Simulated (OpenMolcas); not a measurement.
An OpenMolcas run meant for Ho V (ANO-RCC-VQZP, DKH4; inactive shells 1s 2s 2p 3s 3p 3d 4s 4p 4d 5s 5p; intended active space 9 electrons in 7 orbitals (4f)). One step of its input:

```
&RASSCF
FileOrb=start.orb
Symmetry=1
Spin=6
nActEl=9 0 0
Inactive=15 12
Ras2=0 7
CIRoot=21 21 1
SDav=21
CIMx=300
Iter=66 100
PrWF=0.3
OrbListing=Nothing
MaxOrb=0
Atom
>>> COPY $Project.JobIph JOB001
```

Lines from the output:

```
...
      Number of secondary orbitals             106
      Spin quantum number                      2.5
      State symmetry                             1
Orbital specifications:
      -----------------------

      Symmetry species                           1   2
                                                ag  au
      Frozen orbitals                            0   0
      Inactive orbitals                         15  12
      Active orbitals                            0   7
      RAS1 orbitals                              0   0
      RAS2 orbitals                              0   7
      RAS3 orbitals                              0   0
      Secondary orbitals                        51  55
      Deleted orbitals                           0   0
      Number of basis functions                 66  74
      Number of CSFs                             0
      Number of root(s) required                21
 ************ ERROR ***********
  You can't ask for more roots
  than there are configurations
 ******************************
--- Stop Module: rasscf at  /rc=_RC_INPUT_ERROR_ ---
.####################.
.# User input error #.
.####################.
```

Task: What is wrong with the input?

Result: The state symmetry names the wrong parity for these configurations.
